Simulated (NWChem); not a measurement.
# CH$_{3}$BCl$_{2}$O; SMILES COB(Cl)Cl

```xyz
8

B     -0.0968     0.1529     0.0000
Cl    -0.3473     1.8997     0.0000
Cl     1.5626    -0.4865     0.0000
O     -1.1822    -0.6392     0.0000
C     -1.1846    -2.0613     0.0000
H     -1.7266    -2.4149     0.8999
H     -1.7266    -2.4149    -0.8999
H     -0.1565    -2.4761     0.0000
```
Atoms are numbered in this order, from 1.

All runs: NWChem. Structure relaxed at the PBE-D3(BJ)/def2-SVP level. Level B3LYP/def2-SVP: energy and gradient on several grids; changes count from the extra-fine grid, which is no exact limit either.

**Question.** Which is the coarsest grid (coarse; fine; xfine; medium; xcoarse) from which on the energy stays within 100 μHa and each gradient component within 200 μHa/bohr of xfine?

**Answer.** coarse.
| grid | size of the energy change (μHa) | largest change of a gradient component (μHa/bohr) | time, medium = 1 (rough) |
|---|---|---|---|
| xcoarse | 1000 | 2000 | about 1 |
| coarse | < 10 | 40 | about 1 |
| medium | < 10 | < 30 | about 1 |
| fine | < 10 | < 30 | about 1 |
| xfine | < 10 | < 30 | 2 |
